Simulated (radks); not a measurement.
The numbers below are computed, except where a source is named.
Valence configurations of the iron ion Fe2+ (all share [Ar]). Level of theory: non-relativistic Kohn-Sham, PBEsol, spin-unpolarised, spherical densities, point nucleus (a radial shooting solver on a logarithmic mesh with Libxc functionals). Energies are relative to 3d6; eigenvalues in eV.

[
 {"valence": "3d6", "E (eV)": "0.000", "e(3d)": "-25.852", "e(4p)": "-", "e(4s)": "-"},
 {"valence": "3d5 4s1", "E (eV)": "8.024", "e(3d)": "-32.183", "e(4p)": "-", "e(4s)": "-22.117"},
 {"valence": "3d5 4p1", "E (eV)": "14.223", "e(3d)": "-33.391", "e(4p)": "-16.608", "e(4s)": "-"},
 {"valence": "3d4 4s2", "E (eV)": "20.424", "e(3d)": "-39.313", "e(4p)": "-", "e(4s)": "-24.435"},
 {"valence": "3d5.5 4p0.5", "E (eV)": "6.491", "e(3d)": "-29.528", "e(4p)": "-15.342", "e(4s)": "-"},
 {"valence": "3d4 4p2", "E (eV)": "33.893", "e(3d)": "-41.603", "e(4p)": "-18.898", "e(4s)": "-"},
 {"valence": "3d4 4s1 4p1", "E (eV)": "27.133", "e(3d)": "-40.473", "e(4p)": "-18.344", "e(4s)": "-25.079"},
 {"valence": "3d3 4s2 4p1", "E (eV)": "45.277", "e(3d)": "-48.270", "e(4p)": "-20.000", "e(4s)": "-27.252"},
 {"valence": "3d3 4s1 4p2", "E (eV)": "52.556", "e(3d)": "-49.346", "e(4p)": "-20.511", "e(4s)": "-27.818"}
]

NIST lists [Ar] 3d6 as the ground configuration; this level of theory agrees among the configurations tried. The energies are those of spherical spin-averaged densities, not of single terms.
